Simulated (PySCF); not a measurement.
# Energy of F²⁺ (fluorine, charge +2) between two integer charges

The 2p alpha orbital of [He] 2s2 2p3 is emptied in steps (occupation f), with all orbitals relaxed, ending at [He] 2s2 2p2. All numbers are calculated (PySCF 2.14, scalar relativity by spin-free X2C-1e, in x2c-TZVPall (5s3p2d1f, 31 functions)). The exact energy is a straight line in f; departures are measured from the line between the end points of the same method.

```csv
f,UHF (eV),LDA (eV),PBE (eV),PBE0 (eV),r2SCAN (eV),LC-wPBE (eV),BHandHLYP (eV),wB97X (eV),M06-2X (eV),r2SCAN0 (eV)
1,0.000,0.000,0.000,0.000,0.000,0.000,0.000,0.000,0.000,0.000
0.9,0.145,-1.044,-1.017,-0.730,-0.929,-0.520,-0.442,-0.506,-0.468,-0.665
0.7,0.333,-2.446,-2.374,-1.701,-2.149,-1.213,-1.030,-1.176,-1.118,-1.538
0.5,0.390,-2.919,-2.824,-2.020,-2.533,-1.439,-1.222,-1.388,-1.349,-1.811
0.3,0.323,-2.456,-2.366,-1.689,-2.105,-1.199,-1.022,-1.148,-1.122,-1.504
0.1,0.136,-1.053,-1.008,-0.719,-0.895,-0.507,-0.435,-0.479,-0.469,-0.639
0,0.000,0.000,0.000,0.000,0.000,0.000,0.000,0.000,0.000,0.000
```

```csv
method,E(f=0) − E(f=1) (eV),−ε at f=1 (eV),−ε at f=0.5 (eV)
UHF,62.248,63.879,62.216
LDA,63.177,51.596,63.145
PBE,62.847,51.561,62.871
PBE0,62.925,54.817,62.959
r2SCAN,63.167,52.812,63.307
LC-wPBE,63.032,57.257,63.070
BHandHLYP,62.810,57.893,62.835
wB97X,62.702,57.075,62.781
M06-2X,62.695,57.552,62.672
r2SCAN0,63.148,55.726,63.254
```

Orbital energy along the path (eV):

| f | UHF | LDA | PBE | PBE0 | r2SCAN | LC-wPBE | BHandHLYP | wB97X | M06-2X | r2SCAN0 |
| --- | --- | --- | --- | --- | --- | --- | --- | --- | --- | --- |
| 1 | -63.879 | -51.596 | -51.561 | -54.817 | -52.812 | -57.257 | -57.893 | -57.075 | -57.552 | -55.726 |
| 0.9 | -63.528 | -53.872 | -53.803 | -56.440 | -54.943 | -58.406 | -58.881 | -58.210 | -58.478 | -57.261 |
| 0.7 | -62.855 | -58.479 | -58.324 | -59.699 | -59.174 | -60.731 | -60.861 | -60.497 | -60.451 | -60.298 |
| 0.5 | -62.216 | -63.145 | -62.871 | -62.959 | -63.307 | -63.070 | -62.835 | -62.781 | -62.672 | -63.254 |
| 0.3 | -61.608 | -67.843 | -67.401 | -66.191 | -67.278 | -65.380 | -64.786 | -65.005 | -64.954 | -66.088 |
| 0.1 | -61.028 | -72.539 | -71.845 | -69.347 | -71.153 | -67.580 | -66.693 | -67.042 | -66.918 | -68.854 |
| 0 | -60.748 | -74.868 | -74.002 | -70.875 | -73.082 | -68.607 | -67.624 | -67.928 | -67.852 | -70.227 |

Reference removal energy between the ground levels: 62.708 eV (semi-empirical (NIST evaluation); NIST Atomic Spectra Database, ionization energies). The calculation has no spin-orbit coupling. UHF lacks correlation.
